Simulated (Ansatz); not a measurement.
System: S₃, charge -1, multiplicity 2. It need not be the lowest isomer of its formula. SMILES: [S]S[S-]
Structure (B3LYP-D3(BJ)/def2-TZVP (Ansatz, a quantum-chemistry and plane-wave program) minimum search):
```
S
S 1 2.0105
S 1 2.0105 2 115.58
```
Charge -1, spin multiplicity 2.

Quantity: vertical ionisation energy (to the singlet state of charge +0; each state is the SCF solution reached for its spin; for the singlet the Hartree-Fock reference is unstable and T1 is 0.026), in eV. Valence correlation only, unless marked. Open shells are spin-unrestricted. No spin-orbit coupling. Non-relativistic. Anions need diffuse functions: aug- sets have them; def2-D sets add few. CBS marks a two-point X^-3 extrapolation of the correlation energy; Hartree-Fock from the larger set. [CCSD(T)-MP2]/basis is that difference in the basis named.

RI-MP2/CBS(aug-cc-pV(T+d)Z,aug-cc-pV(Q+d)Z)+[CCSD(T)-MP2]/aug-cc-pV(T+d)Z (Ansatz) gives 2.58 eV.

Question: Another calculation gave 2.97 eV. Which level was it?
(A) wB97M-V/def2-TZVPD (Ansatz)
(B) r2SCAN/def2-TZVPD (Ansatz)
(C) BHLYP/def2-TZVPD (Ansatz)
(D) B2PLYP/def2-TZVPD (Ansatz)

Answer: C, BHLYP/def2-TZVPD (Ansatz). The others give 2.67 (r2SCAN), 2.52 (B2PLYP), 2.84 (wB97M-V) eV.
